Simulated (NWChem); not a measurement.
System: C$_{3}$H$_{8}$N, doublet; SMILES [C](C)(N)C

Here is an NWChem input.

```
start job
memory heap 200 mb stack 900 mb global 1100 mb
geometry units angstroms noautosym nocenter noautoz
  C     -0.686745     1.308163     0.002577
  C      0.015890     0.000012     0.165248
  C     -0.694346    -1.304033     0.002590
  N      1.416429    -0.004088     0.008838
  H     -1.697219     1.268637     0.424575
  H     -0.794604     1.620070    -1.056775
  H     -0.148546     2.118898     0.514130
  H     -1.704619    -1.258577     0.424469
  H     -0.160936    -2.117852     0.514261
  H     -0.803897    -1.615374    -1.056753
  H      1.795809    -0.837752    -0.430405
  H      1.800705     0.827480    -0.430114
end
basis spherical
  * library pcj-1
end
dft
  odft
  mult 2
  xc b3lyp
  iterations 150
  semidirect filesize 400000000
end
property
  hyperfine
end
task dft property
```

Geometry: optimised at B3LYP/6-31G* (spherical d), spin-unrestricted. No stability test was run on the SCF state.

Fermi-contact couplings, non-relativistic, static geometry.

Atoms are numbered as in the input.

Task: What results follow from this input? (B3LYP/pcJ-1, spin-unrestricted, contact and dipolar terms.) Quantities: A(iso) 13C atom 2 (MHz); A(iso) 14N atom 4 (MHz); A(iso) 1H atom 9 (MHz); A(iso) 1H atom 10 (MHz); A(iso) 1H atom 11 (MHz); A(iso) 1H atom 12 (MHz); <S²>.

Result: 
```
Quantity                 Value
-----------------------  -----
A(iso) 13C atom 2 (MHz)    145
A(iso) 14N atom 4 (MHz)   38.6
A(iso) 1H atom 9 (MHz)    41.2
A(iso) 1H atom 10 (MHz)    116
A(iso) 1H atom 11 (MHz)   20.5
A(iso) 1H atom 12 (MHz)   20.5
<S²>                     0.754
```
